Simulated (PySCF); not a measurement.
## Distorted geometries of [Tl(CN)]2+

[Tl(CN)]2+ (singlet). PySCF 2.14.0, RKS PBE, Tl def2-SVP with ECP60, C def2-SVP, N def2-SVP; non-relativistic Hamiltonian with scalar-relativistic core potentials where named; density fitting; no spin-orbit coupling. Relaxed geometry:

```xyz
3

Tl    0.0000    0.0000   -0.3442
C     0.0000    0.0000    1.9148
N     0.0000    0.0000    3.0976
```

Order these distorted geometries by energy above the relaxed one, lowest first.
A.
```xyz
3

Tl    0.0225    0.0226   -0.2857
C    -0.0316    0.0278    1.9486
N     0.0091   -0.0504    3.0053
```
B.
```xyz
3

Tl   -0.0317   -0.0729   -0.3073
C     0.0099    0.1346    1.9287
N     0.0218   -0.0617    3.0469
```
C.
```xyz
3

Tl   -0.0053   -0.0363   -0.3049
C     0.0546   -0.1242    1.7847
N    -0.0494    0.1605    3.1885
```

B (0.17 eV), A (1.07 eV), C (2.11 eV).

Which forces (eV/Å) act in the one that lies 0.17 eV up?


```
Tl   0.00  0.10 -0.08
C   -0.07  0.72 -5.85
N    0.07 -0.82  5.93
```
Forces carry noise of the integration grid, about 0.01 to 0.03 eV/Å.

The gap of the closed shell is small, and it wasn't tested for a lower spin-broken solution at this geometry.
